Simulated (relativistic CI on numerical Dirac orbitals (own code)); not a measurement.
# Line list: Electric-dipole lines, Ag XXXIII

Method of calculation: Dirac-Coulomb-Breit CI, KLI orbitals optimised for each configuration, model QED (radiative potential, 1s self-energy scaled to tabulated hydrogen-like ionisation energies), unscaled Slater integrals (own radial code, finite nucleus).

CI space (outside the closed core [Ne]): 3s2 3p3, 3s 3p4, 3s2 3p2 3d, 3p5, 3s 3p3 3d, 3p4 3d, 3s 3p2 3d2, 3s2 3p 3d 4p, 3p4 4s, 3s 3p2 3d 4s, 3p4 4p, 3s2 3p2 4s, 3s2 3p 3d2, 3s2 3d3, 3s 3p 3d3, 3s2 3d2 4s, 3p3 3d2, 3p2 3d3, 3p2 3d2 4s, 3s2 3p 3d 4s, 3s 3p 3d2 4s, 3s2 3d 4s2, 3s 3p2 3d 4p, 3s 3p 3d2 4p, 3p2 3d2 4p, 3s 3p 3d 4s 4p. Double excitations out of closed p, d and f shells are left out; levels of such configurations are missing from the list, as are those of other unlisted configurations, and high levels can miss mixing partners.

| λ vac (nm) | Lower | Upper | A (s⁻¹) | log gf | S velocity/length |
| --- | --- | --- | --- | --- | --- |
| 6.5674 | 3s2 3p3 2P°_3/2 [1] | 3s2 3p2 3d 4D_5/2 [23] | 1.91e+11 | -0.13 | 1.04 |
| 6.5959 | 3s2 3p3 2D°_3/2 [2] | 3s2 3p2 3d 2D_3/2 [35] | 2.45e+11 | -0.20 | 1.02 |
| 6.6034 | 3s2 3p3 2D°_3/2 [2] | 3s2 3p2 3d 2D_5/2 [34] | 1.15e+11 | -0.35 | 1.04 |
| 6.6316 | 3s2 3p3 2P°_3/2 [1] | 3s2 3p2 3d 4P_3/2 [22] | 4.22e+11 | 0.05 | 1.00 |
| 6.6405 | 3s2 3p3 2D°_3/2 [2] | 3s2 3p2 3d 4P_1/2 [33] | 3.48e+11 | -0.34 | 0.94 |
| 6.6998 | 3s2 3p3 2D°_5/2 [3] | 3s2 3p2 3d 2F_7/2 [36] | 3.11e+11 | 0.22 | 1.06 |
| 6.7199 | 3s2 3p3 2P°_1/2 [4] | 3s2 3p2 3d 2D_3/2 [38] | 2.62e+11 | -0.15 | 1.01 |
| 6.7249 | 3s 3p4 4P_5/2 [6] | 3s 3p3 3d 4D°_7/2 [72] | 1.62e+11 | -0.06 | 1.02 |
| 6.8520 | 3s 3p4 4P_5/2 [6] | 3s 3p3 3d 4P°_5/2 [69] | 2.13e+11 | -0.05 | 1.01 |
| 6.8555 | 3s2 3p3 2D°_5/2 [3] | 3s2 3p2 3d 2D_5/2 [34] | 2.24e+11 | -0.02 | 1.01 |
| 6.8719 | 3s2 3p3 2P°_3/2 [1] | 3s2 3p2 3d 4P_5/2 [21] | 1.17e+11 | -0.30 | 1.00 |
| 6.8984 | 3s2 3p2 3d 4F_9/2 [18] | 3s2 3p 3d2 4F°_9/2 [124] | 2.65e+11 | 0.28 | 1.00 |
| 7.5543 | 3s2 3p3 2D°_3/2 [2] | 3s2 3p2 3d 2D_5/2 [28] | 1.59e+11 | -0.09 | 1.03 |
| 7.6390 | 3s2 3p3 2P°_3/2 [5] | 3s 3p4 2P_1/2 [45] | 3.80e+11 | -0.18 | 1.00 |
| 7.6519 | 3s2 3p3 2P°_3/2 [5] | 3s2 3p2 3d 2D_5/2 [44] | 2.67e+11 | 0.15 | 1.05 |
| 7.7883 | 3s2 3p3 2P°_3/2 [5] | 3s2 3p2 3d 2D_3/2 [43] | 1.80e+11 | -0.18 | 0.93 |
| 7.8135 | 3s2 3p2 3d 2F_7/2 [36] | 3s2 3p 3d2 2G°_9/2 [155] | 2.99e+11 | 0.44 | 1.15 |
| 7.8635 | 3s2 3p2 3d 2G_9/2 [32] | 3s2 3p 3d2 2G°_9/2 [141] | 2.07e+11 | 0.28 | 1.01 |
| 8.0219 | 3s2 3p3 2D°_5/2 [3] | 3s2 3p2 3d 2P_3/2 [26] | 1.70e+11 | -0.18 | 0.86 |
| 8.2367 | 3s2 3p2 3d 2D_5/2 [44] | 3s2 3p 3d2 2F°_7/2 [168] | 3.54e+11 | 0.46 | 1.14 |

Terms are leading LS components. Brackets give the number of a level in order of energy, since labels repeat. The list gives strong lines, with weight on those to low levels, among the lowest 200 of 3317 levels, so that lines to higher ones, which can be the strongest, are missing. Levels whose partners in the same complex of configurations lie outside the list can be far off, and so can their lines. Rates are taken at the computed energies, electric ones in the length gauge. A velocity-to-length ratio far from 1 marks an uncertain rate.

At this charge energies of transitions that change n are usually good to better than 1 %, and those within a shell (Δn = 0) to a few per cent.

LS names give the leading component of a level, which can be under half, so a name can repeat, a term be missing and a line seem to break the LS rules.
